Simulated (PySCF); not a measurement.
1-fluoro-1-methylcyclopropane (C4H7F), SMILES CC1(F)CC1.

Geometry optimised at PBE-D3(BJ)/def2-SVP.

Two levels are set side by side: TDDFT-PBE/def2-SVPD (PySCF) and TDDFT-M06-2X/def2-SVPD (PySCF). Vertical, same geometry. The lowest singlet is HOMO→LUMO 100 % with PBE and HOMO→LUMO 90 % with the other functional; states are paired by order. Differences are taken from unrounded values.

```csv
quantity,TDDFT-M06-2X
lowest singlet excitation (eV),7.70
lowest triplet excitation (TDA) (eV),7.62
```

What does TDDFT-PBE give, and how far is it from TDDFT-M06-2X? (The exact figures need the calculation; the answer reports its results.)


```json
[
 {"quantity": "lowest singlet excitation (eV)", "TDDFT-PBE": "6.62", "TDDFT-PBE minus TDDFT-M06-2X": "-1.08"},
 {"quantity": "lowest triplet excitation (TDA) (eV)", "TDDFT-PBE": "6.51", "TDDFT-PBE minus TDDFT-M06-2X": "-1.11"}
]
```

Functionals without exact exchange tend to place singlet excitations lower, as here. Differences between two approximate levels are no errors against the true value.

Rough cost on one machine, each run with all the roots and properties that it gave: TDDFT-M06-2X against TDDFT-PBE about 20 times.
